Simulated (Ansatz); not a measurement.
Reaction (redistribution): `F[SiH](F)S[SiH2]Cl` + `CC[SiH2]C` → `C[SiH2][SiH](F)F` + `CCS[SiH2]Cl`

Program: Ansatz. Geometries: PBE0-D4/def2-TZVP. ΔE: electronic, gas phase. CCSD(T)/CBS is the MP2 limit (def2-TZVPP, def2-QZVPP) plus CCSD(T) − MP2 in def2-TZVPP, frozen cores. Functionals use def2-TZVPP. B3LYP here is the variant with VWN-RPA as its local correlation; programs differ in this. One conformer a species, not always the lowest.

| level | ΔE (kJ/mol) | difference from CCSD(T)/CBS |
| --- | --- | --- |
| PBE-D4 | 101.1 | -14.4 |
| B3LYP-D4 | 109.5 | -6.0 |
| r2SCAN | 115.8 | 0.3 |
| B3LYP | 106.7 | -8.8 |
| HF/def2-TZVPP | 118.2 | 2.7 |
| MP2/def2-TZVPP | 124.1 | 8.6 |
| CCSD/def2-TZVPP | 116.3 | 0.8 |
| CCSD(T)/def2-TZVPP | 115.4 | -0.1 |
| HF/CBS(def2) | 118.6 | 3.1 |
| MP2/CBS(def2) | 124.2 | 8.7 |
| CCSD(T)/CBS | 115.5 | 0 |

Largest T1 diagnostic among the species: 0.012.

From PBE to PBE0 (25 % exact exchange), in def2-TZVPP and without D4, ΔE moves by +7.5 kJ/mol.
